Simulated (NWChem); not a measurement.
System: C₄H₄O₂; SMILES O=C1CC=CO1

Here is an NWChem input.

```
start job
memory heap 200 mb stack 900 mb global 1100 mb
geometry units angstroms noautosym nocenter noautoz
  O      0.017125     2.009421     0.000000
  C     -0.015752     0.820603     0.000000
  C     -1.204669    -0.126135     0.000000
  C     -0.553948    -1.469738     0.000000
  C      0.765265    -1.267318     0.000000
  O      1.126901     0.054712     0.000000
  H     -1.832456     0.078156    -0.883664
  H     -1.832456     0.078156     0.883664
  H     -1.054741    -2.435633     0.000000
  H      1.597979    -1.969001     0.000000
end
basis spherical
  * library def2-svp
end
dft
  xc pbe0
  iterations 150
end
cosmo
  do_cosmo_smd true
  solvent toluene
end
task dft energy
```

Excerpt of the output:

```
             Northwest Computational Chemistry Package (NWChem) 7.3.0
             --------------------------------------------------------

                             Geometry "geometry" -> ""
                             -------------------------

 Output coordinates in angstroms (scale by  1.889725989 to convert to a.u.)

  No.       Tag          Charge          X              Y              Z
 ---- ---------------- ---------- -------------- -------------- --------------
    1 O                    8.0000     0.01712500     2.00942100     0.00000000
    2 C                    6.0000    -0.01575200     0.82060300     0.00000000
    3 C                    6.0000    -1.20466900    -0.12613500     0.00000000
    4 C                    6.0000    -0.55394800    -1.46973800     0.00000000
    5 C                    6.0000     0.76526500    -1.26731800     0.00000000
    6 O                    8.0000     1.12690100     0.05471200     0.00000000
    7 H                    1.0000    -1.83245600     0.07815600    -0.88366400
    8 H                    1.0000    -1.83245600     0.07815600     0.88366400
    9 H                    1.0000    -1.05474100    -2.43563300     0.00000000
   10 H                    1.0000     1.59797900    -1.96900100     0.00000000

 Effective nuclear repulsion energy (a.u.)     223.9098775534

                                 NWChem DFT Module
                                 -----------------

 Summary of "ao basis" -> "ao basis" (spherical)
 ------------------------------------------------------------------------------
       Tag                 Description            Shells   Functions and Types
 ---------------- ------------------------------  ------  ---------------------
 O                          def2-svp                 6       14   3s2p1d
 C                          def2-svp                 6       14   3s2p1d
 H                          def2-svp                 3        5   2s1p

 in cosmo_initialize ...
 calling solv_data for solv:toluene

 solvent parameters
 solvname_short: toluene
 solvname_long:  toluene
 dielec:        2.3741
 dielecinf:     2.2383
 nonaqueous SMD model solvent descriptors
 dielec:        2.3741
 sola:          0.0000
 solb:          0.1400
 solc:          0.8570
 solg:         40.2000
 solh:          0.0000
 soln:          1.4961

          ---------------
          -cosmo- solvent
          ---------------
 Cosmo: York-Karplus, doi: 10.1021/jp992097l
 dielectric constant -eps-     =   2.37
 screen = (eps-1)/(eps    )    =   0.57879
 surface charge correction     = lagrangian

   van der Waals surface
 --------------------------

 ---------- ATOMIC COORDINATES (A.U.) ------------ VDWR(ANG.) --
     1    0.03236156    3.79725509    0.00000000     2.294
     2   -0.02976696    1.55071482    0.00000000     1.850
     3   -2.27649432   -0.23836059    0.00000000     1.850
     4   -1.04680993   -2.77740210    0.00000000     1.850
     5    1.44614116   -2.39488376    0.00000000     1.850
     6    2.12953411    0.10339069    0.00000000     2.294
     7   -3.46283973    0.14769342   -1.66988283     1.200
     8   -3.46283973    0.14769342    1.66988283     1.200
     9   -1.99317148   -4.60267898    0.00000000     1.200
    10    3.01974245   -3.72087236    0.00000000     1.200
 number of segments per atom =        128
 number of   points per atom =        128
 atom (   nspa,  nppa )
 ----------------------
    1 (     90,     0 )       0
    2 (      4,     0 )       0
    3 (     32,     0 )       0
    4 (     50,     0 )       0
    5 (     38,     0 )       0
    6 (     68,     0 )       0
    7 (     54,     0 )       0
    8 (     54,     0 )       0
    9 (     54,     0 )       0
   10 (     52,     0 )       0
 number of -cosmo- surface points =      496
 molecular surface =    133.685 angstrom**2
 molecular volume  =    118.354 angstrom**3
 -lineq- algorithm             =   0
 -bem- low  level              =   3
 -bem- from -octahedral-
 gaussian surface charge width =   4.50000
 degree of switching           =   1.00000
 switching function tolerance  =   0.00010
 atomic radii =
 --------------
    1  8.000  2.294
    2  6.000  1.850
    3  6.000  1.850
    4  6.000  1.850
    5  6.000  1.850
    6  8.000  2.294
    7  1.000  1.200
    8  1.000  1.200
    9  1.000  1.200
   10  1.000  1.200
 ...... end of -cosmo- initialization ......

 nat:                    10
 ixmem:                  5529
 calling mnsol_interface()
 G(SMD-CDS) energy (kcal/mol)  =    -2.148
 SMD-CDS SASA (angstrom**2)    =   132.772

            General Information
            -------------------
          SCF calculation type: DFT
          Wavefunction type:  closed shell.
          No. of atoms     :    10
          No. of electrons :    44
           Alpha electrons :    22
            Beta electrons :    22
          Charge           :     0
          Spin multiplicity:     1
          Use of symmetry is: off; symmetry adaption is: off
          Maximum number of iterations: 150
          AO basis - number of functions:   104
                     number of shells:    48
          Convergence on energy requested:  1.00D-06
          Convergence on density requested:  1.00D-05
          Convergence on gradient requested:  5.00D-04

              XC Information
              --------------
                         PBE0 Method XC Functional
                     Hartree-Fock (Exact) Exchange  0.250
          PerdewBurkeErnzerhof Exchange Functional  0.750
            Perdew 1991 LDA Correlation Functional  1.000 local
           PerdewBurkeErnz. Correlation Functional  1.000 non-local

             Grid Information
             ----------------
          Grid used for XC integration:  medium
          Radial quadrature: Mura-Knowles
          Angular quadrature: Lebedev.
          Tag              B.-S. Rad. Rad. Pts. Rad. Cut. Ang. Pts.
          ---              ---------- --------- --------- ---------
          O                   0.60       49          12.0       434
          C                   0.70       49          10.0       434
          H                   0.35       45          11.0       434
          Grid pruning is: on
          Number of quadrature shells:   474
          Spatial weights used:  Erf1

      Superposition of Atomic Density Guess
      -------------------------------------

 Sum of atomic energies:        -301.87866589

      Non-variational initial energy
      ------------------------------

 Total energy =    -305.467136
 1-e energy   =    -854.200791
 2-e energy   =     324.823777
 HOMO         =      -0.266037
 LUMO         =       0.019632

   convergence    iter        energy       DeltaE   RMS-Dens  Diis-err
 ---------------- ----- ----------------- --------- --------- ---------
     COSMO gas phase
 d= 0,ls=0.0,diis     1   -304.5526775390 -5.28D+02  1.93D-02  1.24D+00
 d= 0,ls=0.0,diis     2   -304.2649739412  2.88D-01  1.33D-02  4.45D+00
 d= 0,ls=0.0,diis     3   -304.6914670052 -4.26D-01  2.70D-03  8.62D-02
 d= 0,ls=0.0,diis     4   -304.6962801777 -4.81D-03  1.07D-03  3.85D-02
 d= 0,ls=0.0,diis     5   -304.6997816707 -3.50D-03  2.69D-04  9.57D-04
  Resetting Diis
 d= 0,ls=0.0,diis     6   -304.6998515899 -6.99D-05  1.13D-04  1.67D-04
 d= 0,ls=0.0,diis     7   -304.6998725218 -2.09D-05  5.71D-05  1.21D-05
 d= 0,ls=0.0,diis     8   -304.6998698420  2.68D-06  3.70D-05  3.43D-05
 d= 0,ls=0.0,diis     9   -304.6998740079 -4.17D-06  5.06D-06  3.22D-07
 d= 0,ls=0.0,diis    10   -304.6998740412 -3.33D-08  8.11D-07  9.68D-09

   convergence    iter        energy       DeltaE   RMS-Dens  Diis-err
 ---------------- ----- ----------------- --------- --------- ---------
     COSMO solvation phase
 d= 0,ls=0.0,diis     1   -304.7081256433 -8.25D-03  1.07D-03  1.19D-03
 d= 0,ls=0.0,diis     2   -304.7083485213 -2.23D-04  3.44D-04  1.32D-03
 d= 0,ls=0.0,diis     3   -304.7084722112 -1.24D-04  8.69D-05  1.71D-04
 d= 0,ls=0.0,diis     4   -304.7084865721 -1.44D-05  3.60D-05  2.24D-05
 d= 0,ls=0.0,diis     5   -304.7084886500 -2.08D-06  1.27D-05  2.90D-06
 d= 0,ls=0.0,diis     6   -304.7084888995 -2.50D-07  4.75D-06  4.34D-07

         Total DFT energy =     -304.708488899534
      One electron energy =     -857.704497652737
           Coulomb energy =      369.201386627099
    Exchange-Corr. energy =      -39.994709027341
 Nuclear repulsion energy =      223.909877553379

             COSMO energy =       -0.120546399935

 Numeric. integr. density =       43.999981009806

                                COSMO-SMD solvation results
                                ---------------------------

             internal energy in gas <Psi(g)|H|Psi(g)> =      -304.699874041159
         internal energy in solvent <Psi(s)|H|Psi(s)> =      -304.699475617145
                               delta internal energy  =         0.000398424014 (    0.25 kcal/mol)
   total free energy in solvent <Psi(s)|H+V/2|Psi(s)> =      -304.705065186565
 polarization energy contribution <Psi(s)|V/2|Psi(s)> =        -0.005589569419 (   -3.51 kcal/mol)
    total free energy in solvent including G(SMD-CDS) =      -304.708488899534
                       G(SMD-CDS) energy contribution =        -0.003423712969 (   -2.15 kcal/mol)
     1 M fixed-concentration free energy of solvation =        -0.008614858375 (   -5.41 kcal/mol)

                       DFT Final Molecular Orbital Analysis
                       ------------------------------------

 Vector   20  Occ=2.000000D+00  E=-3.827577D-01
              MO Center=  2.2D-01,  8.4D-01,  8.5D-09, r^2= 2.7D+00
   Bfn.  Coefficient  Atom+Function         Bfn.  Coefficient  Atom+Function
  ----- ------------  ---------------      ----- ------------  ---------------
     6      0.448451   1 O  pz                9      0.296487   1 O  pz
    20      0.251389   2 C  pz               76     -0.239977   6 O  pz
    62     -0.228006   5 C  pz               79     -0.178666   6 O  pz
    48     -0.151510   4 C  pz               23      0.144509   2 C  pz
    65     -0.142311   5 C  pz               51     -0.081615   4 C  pz

 Vector   21  Occ=2.000000D+00  E=-2.982930D-01
              MO Center= -3.0D-02,  1.3D+00, -6.8D-11, r^2= 2.2D+00
   Bfn.  Coefficient  Atom+Function         Bfn.  Coefficient  Atom+Function
  ----- ------------  ---------------      ----- ------------  ---------------
     4      0.554266   1 O  px                7      0.385715   1 O  px
    31      0.308031   3 C  s                33      0.199536   3 C  py
    74      0.196619   6 O  px               77      0.161876   6 O  px
    35      0.153496   3 C  px               32      0.146526   3 C  px
    21      0.137234   2 C  px               73     -0.134316   6 O  s

 Vector   22  Occ=2.000000D+00  E=-2.599320D-01
              MO Center=  7.0D-02, -7.6D-01,  1.8D-09, r^2= 2.7D+00
   Bfn.  Coefficient  Atom+Function         Bfn.  Coefficient  Atom+Function
  ----- ------------  ---------------      ----- ------------  ---------------
    48      0.385467   4 C  pz               62      0.324543   5 C  pz
    76     -0.306551   6 O  pz               51      0.299590   4 C  pz
    79     -0.256929   6 O  pz               65      0.206065   5 C  pz
     6      0.200926   1 O  pz                9      0.158715   1 O  pz
    85      0.113051   7 H  s                90     -0.113051   8 H  s

 Vector   23  Occ=0.000000D+00  E=-1.078891D-02
              MO Center= -2.2D-01,  5.0D-02,  6.7D-10, r^2= 3.5D+00
   Bfn.  Coefficient  Atom+Function         Bfn.  Coefficient  Atom+Function
  ----- ------------  ---------------      ----- ------------  ---------------
    20      0.423042   2 C  pz               86      0.394003   7 H  s
    91     -0.394004   8 H  s                23      0.382275   2 C  pz
    65     -0.383608   5 C  pz               51      0.372808   4 C  pz
     9     -0.320485   1 O  pz               62     -0.303157   5 C  pz
     6     -0.295598   1 O  pz               48      0.269633   4 C  pz

 Vector   24  Occ=0.000000D+00  E= 3.516409D-02
              MO Center=  1.7D-01, -4.0D-01, -1.2D-09, r^2= 3.2D+00
   Bfn.  Coefficient  Atom+Function         Bfn.  Coefficient  Atom+Function
  ----- ------------  ---------------      ----- ------------  ---------------
    65     -0.541854   5 C  pz               51      0.530410   4 C  pz
    20     -0.365462   2 C  pz               62     -0.355880   5 C  pz
    23     -0.351138   2 C  pz               79      0.335933   6 O  pz
    48      0.307360   4 C  pz               76      0.301285   6 O  pz
     9      0.261973   1 O  pz                6      0.233416   1 O  pz

 Vector   25  Occ=0.000000D+00  E= 8.458336D-02
              MO Center= -1.5D+00, -3.4D-01,  1.3D-08, r^2= 5.5D+00
   Bfn.  Coefficient  Atom+Function         Bfn.  Coefficient  Atom+Function
  ----- ------------  ---------------      ----- ------------  ---------------
    31      2.617096   3 C  s                86     -1.283695   7 H  s
    91     -1.283695   8 H  s                17     -0.833434   2 C  s
    96     -0.749055   9 H  s                50     -0.526747   4 C  py
    73      0.398736   6 O  s               101     -0.355674  10 H  s
    35     -0.283955   3 C  px               64     -0.266093   5 C  py

     Multipole analysis of the density
     ---------------------------------

     L   x y z        total         alpha         beta         nuclear
     -   - - -        -----         -----         ----         -------
     0   0 0 0     -0.000000    -22.000000    -22.000000     44.000000

     1   1 0 0     -0.662387     -0.308432     -0.308432     -0.045523
     1   0 1 0     -1.493341     -0.755377     -0.755377      0.017412
     1   0 0 1     -0.000000     -0.000000     -0.000000      0.000000

     2   2 0 0    -23.311820    -73.448152    -73.448152    123.584484
     2   1 1 0     -1.367099     -0.334889     -0.334889     -0.697321
     2   1 0 1      0.000000      0.000000      0.000000      0.000000
     2   0 2 0    -27.980275   -136.978955   -136.978955    245.977635
     2   0 1 1      0.000000      0.000000      0.000000      0.000000
     2   0 0 2    -25.082572    -15.329795    -15.329795      5.577017
```

Level: PBE0/def2-SVP, SMD on the gas-phase geometry. All runs use the structure optimised with PBE0/def2-SVP. Solvent: toluene.
